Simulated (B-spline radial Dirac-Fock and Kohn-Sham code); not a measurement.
Model: Dirac-Fock (average of configuration) total-energy differences with a finite nucleus, the Breit interaction including its frequency dependence, and self-energy and vacuum-polarisation corrections. Program: a radial finite-basis atomic code. Correlation energy is missing from these numbers.

Q: Identify the element and charge state from the binding energies below (tabulated ground configuration; the least bound level is included).

```
level  binding energy (eV)
   L2               9084.5
   L3               8346.5
   M2               2580.9
   M3               2423.6
   N1               1124.6
   N3                995.7
 N4,5                860.5
```

A: Tb²⁵⁺: Z = 65 with 40 electrons, [Kr] 4d4.

Q: Identify the element and charge state from the binding energies below (tabulated ground configuration; the least bound level is included).

| level | binding energy (eV) |
| --- | --- |
| 1s | 42081.3 |
| 2p3/2 | 6058.6 |
| 3d3/2 | 1046.8 |
| 4s | 405.5 |
| 4d3/2 | 208.5 |
| 5p | 94.70 |
| 4f | 88.61 |

A: Pr⁶⁺: Z = 59 with 53 electrons, [Kr] 4d10 4f1 5s2 5p4. The hydrogen-like estimate √(E/Ry) = 55.6 for the K level lies 3.4 below Z (screening lowers it, relativity raises it); the outermost level, at 88.61 eV, fixes the charge.

Values without a named source are computed, but for edge energies of neutral atoms, which are taken from tables.
